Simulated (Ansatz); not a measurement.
Ansatz results at the PBE0-D4/def2-TZVP geometry: LUMO energy (ωB97M-V/def2-TZVPP) -0.66 eV; HOMO–LUMO gap (B3LYP/def2-TZVPP) 6.33 eV; HOMO–LUMO gap (ωB97M-V/def2-TZVPP) 11.39 eV.

Problem. Which molecule gave them?
A. `[O]=[Al][OH]`
B. `[CH3][Re](=[O])(=[O])=[O]`
C. `[O]=[Ru](=[O])(=[O])=[O]`
D. `[O]=[Ti]([F])[F]`

Solution. B. The others give `[O]=[Al][OH]`: -0.52, 4.69, 9.39; `[O]=[Ru](=[O])(=[O])=[O]`: -2.91, 5.05, 9.84; `[O]=[Ti]([F])[F]`: -1.63, 5.58, 10.67.

B3LYP here is the variant with VWN-RPA as its local correlation; programs differ in this.
